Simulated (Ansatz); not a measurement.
`[OH][GeH2][NH][SiH](O)Cl` → `[NH][GeH2][OH]`• + `O[SiH]Cl`•  (homolysis of the N–Si bond)

Gas-phase electronic energies from Ansatz, PBE0-D4/def2-TZVP geometries. CCSD(T)/CBS adds triple-zeta CCSD(T) − MP2 to the extrapolated MP2 energy (def2 sets, frozen cores). DFT in def2-TZVPP. No spin–orbit coupling; open shells (•) take unrestricted orbitals. For Ge outer-core shells are correlated without core-valence functions, which leaves a few kJ/mol of doubt a bond. Scalar relativity is left out up to krypton. One conformer a species, not always the lowest.

`[OH][GeH2][NH][SiH](O)Cl`:

```xyz
12

O     1.704    0.930    0.089
Ge    1.233   -0.660   -0.609
N    -0.579   -0.552   -0.745
Si   -1.607    0.082    0.472
O    -0.682    0.759    1.623
Cl   -2.890    1.409   -0.445
H     2.572    0.926    0.499
H     1.829   -0.833   -2.014
H     1.695   -1.740    0.382
H    -0.936   -0.584   -1.688
H    -2.473   -0.906    1.139
H     0.135    1.168    1.296
```

`[NH][GeH2][OH]`•:

Z-matrix (Å, degrees):
```
Ge
O 1 1.772
N 1 1.860 2 106.5
H 1 1.536 2 105.4 3 121.2
H 1 1.544 2 110.8 3 -116.7
H 2 0.961 1 111.8 3 35.0
H 3 1.025 1 110.2 2 170.1
```

`O[SiH]Cl`•:

Cartesian coordinates in Å:
```
O -0.374 -1.063 -0.351
Si 0.495 0.112 0.391
Cl 0.197 1.944 -0.516
H -0.271 -1.177 -1.298
H -0.046 0.184 1.775
```

Q: What is ΔE at CCSD(T)/CBS? (Estimate.)

A: Ansatz gave: +521.9 kJ/mol.

Q: What do these levels give: PBE-D4, PBE0-D4, ωB97M-V, B2PLYP, PBE0, HF/def2-TZVPP, MP2/def2-TZVPP, SCS-MP2/def2-TZVPP, HF/def2-QZVPP, MP2/def2-QZVPP, SCS-MP2/def2-QZVPP, CCSD/CBS(def2)? (An estimate is asked.)

A: Ansatz gave: PBE-D4 483.0, PBE0-D4 492.3, ωB97M-V 518.1, B2PLYP 492.2, PBE0 479.6, HF/def2-TZVPP 384.9, MP2/def2-TZVPP 538.6, SCS-MP2/def2-TZVPP 524.7, HF/def2-QZVPP 384.3, MP2/def2-QZVPP 546.0, SCS-MP2/def2-QZVPP 532.8, CCSD/CBS(def2) 511.9 kJ/mol.

Largest T1 diagnostic among the species: 0.014.

In def2-TZVPP, CCSD(T) changes the Hartree–Fock value by +123.8 kJ/mol (the triples alone add +10.0 kJ/mol) and MP2 by +153.7 kJ/mol; breaking electron pairs costs correlation energy, which Hartree–Fock lacks. The D4 term adds +23.1 kJ/mol with B3LYP and +12.7 kJ/mol with PBE0; it sums over pairs of atoms, weighted by their polarisabilities, and B3LYP, whose exchange is more repulsive, gets the larger term. From PBE to PBE0 (25 % exact exchange), in def2-TZVPP and without D4, ΔE moves by +11.0 kJ/mol.

B3LYP here is the variant with VWN-RPA as its local correlation; programs differ in this.
